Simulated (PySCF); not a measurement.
**Radial density of Tl (thallium, neutral)**

B97-3, [Xe] 4f14 5d10 6s1 6p2, high-spin 4P determinant (an excited configuration). Calculation: PySCF 2.14, in aug-cc-pVQZ-PP with one added diffuse shell each of s, p, d, f, g type with ECP60MDF (8s8p6d4f3g, 117 functions); scalar relativity through the core potential. This is the valence pseudo-density: the core potential removes the inner electrons and smooths the orbitals near the nucleus.

```csv
r (bohr),4πr²ρ (e/bohr),4πr²(ρα − ρβ)
0.0369,1.641e-05,0.0000
0.0620,3.365e-05,0.0000
0.104,0.0001608,0.0000
0.175,0.001886,0.0000
0.295,0.05673,0.0015
0.496,2.537,0.0684
0.835,18.31,0.1024
1.40,10.96,0.2205
2.36,2.449,1.1803
3.97,0.5930,0.5559
6.68,0.05161,0.0516
11.2,0.0004948,0.0005
```

Energies and moments cover only the electrons outside the core potential. Spin-orbit coupling is strong in this species (close to jj coupling), so the high-spin LS determinant is a model state, not a physical level.
